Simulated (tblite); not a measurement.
Species: C5H9OPSi.
InChI=1S/C5H9OPSi/c1-7(6)4-2-3-5(7)8/h2-4H,1,8H3/t7-/m0/s1

Computed values, GFN2-xTB/tblite, gas phase, harmonic and unscaled. Errors from tens to a few hundred cm⁻¹ against measured bands are possible. Modes of hydrogen on silicon can be 10 to 20 % off.

Harmonic wavenumbers (cm⁻¹): 60.3, 92.6, 115.4, 123.8, 165.2, 207.8, 274.4, 311.8, 390.9, 416.8, 465.8, 517.1, 565.9, 576.9, 656.8, 719.7, 749.2, 759.7, 777.7, 782.2, 789.1, 825.8, 852.7, 863.8, 898.8, 998.0, 1023.4, 1098.4, 1220.1, 1256.8, 1287.0, 1300.2, 1418.6, 1430.6, 1549.8, 1629.1, 2222.8, 2265.9, 2306.8, 3001.9, 3003.9, 3039.5, 3070.9, 3079.4, 3110.1.

A = 1933, B = 1329, C = 992.5 MHz; mass 144.016 u (most abundant isotopes); point group C1, symmetry number 1.

Problem. What is the zero-point energy?

Solution. Half the sum of the wavenumbers: 26137 cm⁻¹ = 312.67 kJ/mol.

Problem. Give the ideal-gas entropy at 298.15 K and 1 bar in the rigid-rotor, harmonic-oscillator model (classical rotation).

Solution. Translation 170.84, rotation 122.27, vibration 120.89: S = 414.0 J/(mol K).

Problem. And Cp and H(298.15 K) − H(0)?

Solution. Cp = 166.96 J/(mol K), of which vibrations give 133.70 (their classical limit is 45 R = 374.2); H(298.15 K) − H(0) = 29.61 kJ/mol without the zero-point energy, 19.70 from vibrations.

Problem. How do the functions run with temperature in this model?

Solution. 
```json
{"T (K)": "100", "S (J/(mol K))": "289.0", "Cp (J/(mol K))": "78.2", "H − H(0) (kJ/mol)": "5.36", "G − H(0) (kJ/mol)": "-23.54", "ln q(vib)": "1.43"}
{"T (K)": "200", "S (J/(mol K))": "356.6", "Cp (J/(mol K))": "122.7", "H − H(0) (kJ/mol)": "15.37", "G − H(0) (kJ/mol)": "-55.96", "ln q(vib)": "4.00"}
{"T (K)": "300", "S (J/(mol K))": "415.0", "Cp (J/(mol K))": "167.7", "H − H(0) (kJ/mol)": "29.92", "G − H(0) (kJ/mol)": "-94.59", "ln q(vib)": "6.64"}
{"T (K)": "500", "S (J/(mol K))": "518.1", "Cp (J/(mol K))": "236.3", "H − H(0) (kJ/mol)": "70.85", "G − H(0) (kJ/mol)": "-188.19", "ln q(vib)": "11.95"}
{"T (K)": "800", "S (J/(mol K))": "643.5", "Cp (J/(mol K))": "296.4", "H − H(0) (kJ/mol)": "151.64", "G − H(0) (kJ/mol)": "-363.19", "ln q(vib)": "19.40"}
{"T (K)": "1000", "S (J/(mol K))": "712.5", "Cp (J/(mol K))": "321.6", "H − H(0) (kJ/mol)": "213.58", "G − H(0) (kJ/mol)": "-498.96", "ln q(vib)": "23.92"}
```

q(vib) and H(0) count from the zero-point level.

Problem. Which modes carry the vibrational entropy at 298.15 K?

Solution. 60.3 cm⁻¹: 18.61; 92.6 cm⁻¹: 15.08; 115.4 cm⁻¹: 13.29; 123.8 cm⁻¹: 12.72; 165.2 cm⁻¹: 10.42; 207.8 cm⁻¹: 8.63 J/(mol K); the other 39 give 42.14 together.

Problem. What must be added to the electronic energy to get the Gibbs energy at 298.15 K and 1 bar?

Solution. ZPE + [H(298.15 K) − H(0)] − T·S = 312.67 + 29.61 − 123.43 = 218.85 kJ/mol.

Hindered rotation and anharmonicity are outside this model. The structure is chiral; the term R ln 2 for an equal mix with its mirror image is left out.

The run took 1.1 s on one thread, Arm Neoverse N1 (aarch64), no GPU, shared host. The figure is for the frequency step alone.
